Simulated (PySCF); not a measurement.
**Palladium: a sound run and one with changed settings**

Sound run: Pd [Kr] 4d10, Pd⁺ [Kr] 4d9. Calculation: PySCF 2.14, in x2c-TZVPall; scalar relativity by spin-free X2C-1e. In the sound run the correlated levels freeze [Kr]. The sound run starts from symmetry-adapted Hartree-Fock orbitals and uses a fine grid where one is needed.

Changed run: all electrons correlated in a basis built for the valence shell.

| species | method | sound run (hartree) | changed run (hartree) | converged |
| --- | --- | --- | --- | --- |
| Pd | MP2 | -5043.02497 | -5043.35072 | yes |
| Pd⁺ | MP2 | -5042.72661 | -5043.04552 | yes |

Ionisation energy of Pd:

| method | sound run (eV) | changed run (eV) |
| --- | --- | --- |
| UHF | 6.316 | 6.316 |
| MP2 | 8.119 | 8.305 |
| SCS-MP2 | 7.922 | 8.019 |

A valence basis has no tight correlating functions, so it recovers only part of the core correlation, and not evenly between atom and ion.

For comparison, NIST gives 8.337 eV between the lowest levels.
